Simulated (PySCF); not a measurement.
Spinor energies of Cu³⁺ (copper, charge +3)

Start: [Ar] 3d7 4p1; 3d3/2 filled at m_j = +1/2, +3/2; 3d5/2 filled at m_j = -3/2, -1/2, +1/2, +3/2, +5/2; 4p3/2 filled at m_j = +3/2. Calculated with PySCF 2.14 in x2c-TZVPall-2c (6s7p4d1f, 54 functions): generalised Hartree-Fock with the X2C-1e Hamiltonian and a Gaussian nucleus; one run each with spin-orbit coupling (SO) switched off, then screened by Boettger's factors. This is a chosen level, not necessarily the ground level.

```csv
spinor shell,electrons,"ε, spin-free (eV)","ε, screened SO (eV)",weight of nominal j (screened SO),"rms radius, screened SO (bohr)"
1s1/2,2,-9106.6,-9106.4,1.000,0.0601
2s1/2,2,-1194.7,-1194.7,1.000,0.254
2p1/2,2,-1035.1,-1049.7,0.995,0.226
2p3/2,4,-1035.1,-1027.9,0.998,0.229
3s1/2,2,-198.11,-198.11,1.000,0.750
3p1/2,2,-148.10,-154.59,0.662,0.781
3p3/2,4,-148.10,-144.91,0.831,0.790
3d5/2,5,-72.184,-73.566,0.572,0.890
3d3/2,2,-72.184,-68.866,0.670,0.906
4p3/2,1,-32.777,-32.692,1.000,2.51
```

```
   quantity    spin-free  screened SO
E (hartree)  -1650.16011  -1650.20540
        M_J            6            6
       ⟨J²⟩       42.004       42.004
       ⟨L²⟩       20.003       20.046
       ⟨S²⟩        6.001        5.985
```

Each row is a mean over spinors that exchange with the open shell spreads, by up to 15.033 eV (3p3/2).

Rows whose weight is well below 1 are mixtures of j = l ± 1/2: exchange outweighs spin-orbit coupling there, and the label is only the starting occupation.

Without spin-orbit coupling the j labels of p, d and f shells carry no meaning; the spin-free column gives the mean over the occupied spinors of each nl shell.
